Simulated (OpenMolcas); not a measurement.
## Co2+ in KMgF3: curves along the breathing mode

Co2+ with its 6 nearest fluoride ions, on the Mg site of KMgF3 (a = 3.973 Å, distance in the model lattice 1.986 Å). The rest of the host is ab initio model potentials to 7.6 Å, with orthogonalisation functions on the cations behind the ligands, and point charges beyond; the distance is set by hand and nothing relaxes. Ligand basis ANO-RCC-VDZP.

```
Program             : OpenMolcas 26.06
Method              : CASSCF
Basis               : ANO-RCC-VDZP [5s4p2d1f]
Scalar Hamiltonian  : DKH2, point nucleus
Active space        : 7 electrons in 5 orbitals (3d)
State averaging     : 2S+1 = 4 even, 10 roots; 2S+1 = 2 even, 40 roots
Spin-orbit coupling : state interaction with AMFI integrals over the reference wave functions
```

Spin-free energies (labels of O, the rotations of Oh) in cm-1 above the lowest fitted minimum, as all ligands move together:

```tsv
R (Å)	4T1	4T2	4A2	2E	2T1	2T2	4T1(2)
1.897	4560	14240	25470	16200	24470	25130	30930
1.942	1060	9540	19440	13930	21040	21580	26380
1.986	10	7460	16230	13890	20030	20450	24440
2.031	1160	7720	15470	15930	21200	21520	24820
2.076	4470	10260	17130	20000	24530	24730	27480
2.12	9800	14920	21050	25940	29840	29950	32250
2.165	17460	22000	27450	34140	37470	37500	39430
```

Cubic fits give the following; the wavenumber is harmonic, with the mass of all moving ligands, small differences in it between states hang on the degree of the fit, a number in brackets counts states of one label, and the table is a selection of at most 14 states with clean curves.

```tsv
State	R0 (Å)	Breathing mode (cm-1)	Minimum (cm-1)
4T1	1.986	577	0
4T2	2.004	591	7260
4A2	2.023	604	15390
2E	1.966	558	13670
2T1	1.985	574	20020
2T2	1.988	575	20440
4T1(2)	2.002	590	24290
2A1	2.004	591	25380
2T1(2)	1.989	577	26050
2T2(2)	1.999	589	29330
2T1(3)	2.003	591	30100
2E(2)	2.004	589	32220
2T2(3)	2.009	593	35540
2E(3)	2.018	605	36300
```

The minimum of 4T2 is shifted by +0.0181 Å against 4T1 (from the unrounded fits). With M = 114.0 u for the moving shell, the Huang-Rhys factor in this mode is S = M ω ΔR² / 2ħ = 0.01483 × 114.0 × 577 × 0.0181² = 0.32. Only the first shell moves, against a rigid host.

An orbital triplet at a regular site is open to Jahn-Teller coupling, which can distort the site and quench the lowest spin-orbit gaps and is left out. Without dynamic correlation the repulsion within the d shell is too large (B by tens of per cent), so at a given field states of lower spin stand too high. Ligand-to-metal charge-transfer states are missing. With no ligand orbital active B as a rule stays too high, so bands that hang on it stand too high and its fall with covalency is understated. With metal d orbitals alone and no dynamic correlation 10Dq can be off by a tenth to a fifth, either way, in oxide and fluoride hosts. No measured value stands beside these numbers.
